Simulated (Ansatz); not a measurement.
BCl3 (SMILES ClB(Cl)Cl), singlet, at a GFN2-xTB geometry. Base run: B3LYP/aug-cc-pVDZ (Ansatz, a first-principles code).

Input for Ansatz:
Ansatz 0.2 input:
```yaml
crystal:
  periodic: [false, false, false]
  atoms:
    - {symbol: B, position_ang: [-0.00012924, 0.00017465, -0.01065182]}
    - {symbol: Cl, position_ang: [0.02666439, 1.72290836, 0.02897049]}
    - {symbol: Cl, position_ang: [1.47887022, -0.88426276, -0.03139692]}
    - {symbol: Cl, position_ang: [-1.50549659, -0.83869697, 0.00555932]}
basis:
  gaussian:
    orbitals: aug-cc-pVDZ
hamiltonian:
  xc: b3lyp
```

Variants of this job, named by their change:

```tsv
change	basis functions	E (Eh)
base	104	-1405.63600
basis = jorge-DZP-DKH; relativity = spin-free X2C	87	-1409.91416
basis = cc-pVDZ-DK; relativity = spin-free X2C	68	-1409.88992
basis = cc-pVDZ-DK; relativity = none	68	-1404.58778
basis = cc-pVDZ-DK; relativity = spin-free X2C; nucleus = Gaussian	68	-1409.88849
basis = jorge-DZP-DKH; relativity = spin-free X2C; nucleus = Gaussian	87	-1409.91273
basis = x2c-SVPall; relativity = spin-free X2C	68	-1409.38006
basis = jorge-DZP-DKH; relativity = none	87	-1405.01242
basis = x2c-SVPall; relativity = none	68	-1404.62478
basis = x2c-SVPall; relativity = spin-free X2C; nucleus = Gaussian	68	-1409.37878
```

Totals shift with the method and basis; they matter in differences.

Ansatz warned in this series: the basis is contracted for relativity, which the run leaves out.

Basis sets contracted for a relativistic Hamiltonian are a mismatch without it, so the rows without relativity aren't non-relativistic limits. No row has spin-orbit coupling; sets with core potentials leave out the core electrons.
